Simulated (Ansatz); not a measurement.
Molecule: SbCl3, charge 0, multiplicity 1. 
Geometry from a B3LYP-D3(BJ)/def2-TZVP (Ansatz, a first-principles code) optimisation:
SMILES: [Cl][Sb]([Cl])[Cl]
```xyz
4

Sb    -0.0031     0.0017     0.5803
Cl    -1.7985    -0.9884    -0.5870
Cl     0.0495     2.0519    -0.5860
Cl     1.7584    -1.0686    -0.5677
```

Parts of the frozen-core correlation energy in def2-TZVPP (Ansatz, hartree). Frozen orbitals: 24; correlated occupied orbitals by spin: 13 and 13; virtual: 139 and 139. No spin-orbit coupling. In def2 rows, elements after Kr have scalar-relativistic effective core potentials.

```csv
term,value
reference (HF),-1617.92242
MP2 opposite-spin,-0.50564
MP2 same-spin,-0.17262
CCSD correlation,-0.72771
(T),-0.03369
T1 diagnostic,0.011
largest doubles amplitude,0.046
```
